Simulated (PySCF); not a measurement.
A structure optimised at PBE-D3(BJ)/def2-SVP, used in a PySCF frequency run:

```xyz
14

Si     1.7576     0.2945     0.2566
C      0.0843    -0.3660    -0.3703
C     -0.9628    -0.9039     0.6510
C     -1.9912    -0.0429    -0.1200
N     -0.8728     0.7259    -0.7020
H      2.3856     1.1665    -0.7991
H      1.5375     1.1101     1.5011
H      2.7143    -0.8298     0.5714
H      0.2309    -1.1100    -1.1940
H     -1.1244    -1.9977     0.6773
H     -0.7893    -0.5362     1.6818
H     -2.7152     0.5562     0.4747
H     -2.5677    -0.6540    -0.8574
H     -0.9497     0.9669    -1.6975
```

Q: Write its SMILES and formula.

A: [SiH3][C@H]1CCN1, C3H9NSi

Q: What are its rotational constants (standard atomic weights)?

A: 9.1979, 2.4485, 2.1529 GHz
